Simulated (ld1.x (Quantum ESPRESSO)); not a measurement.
**Pseudopotential generation for Bi: PAW, LDA (PZ), scalar-relativistic.**

bismuth (Bi), PAW, made with ld1.x (Quantum ESPRESSO) 7.5 (LDA (PZ), scalar-relativistic). Core [Xe] 4f14 5d10, reference 6s2 6p3. Waves: 6s (bound): rcut 1.85, rcutus 2.00 bohr; 6s channel at -0.75 Ry: rcut 1.85, rcutus 2.00 bohr; 6p (bound): rcut 2.20, rcutus 2.40 bohr; 6p channel at 1.35 Ry: rcut 2.20, rcutus 2.40 bohr. Local part: all-electron potential smoothed inside 1.50 bohr (lloc = -1). Core correction: a·sin(br)/r model core inside 1.70 bohr. Augmentation charge: BESSEL, radius 1.70 bohr.

All-electron outer shells of the reference configuration (LDA (PZ), scalar-relativistic, ld1.x):

```tsv
shell	level (eV)	outermost node (bohr)	outermost maximum (bohr)
5p	-95.96	0.48	0.86
5d	-27.18	0.51	1.03
6s	-14.76	0.98	1.86
6p	-4.77	1.14	2.44
```

(1) Is a potential produced?

Answers

(1) No. ld1.x (Quantum ESPRESSO) 7.5 stopped with "new_paw_hamiltonian: negative rho": the spherical valence density built from the smooth waves and the augmentation charge turned negative at some radius.
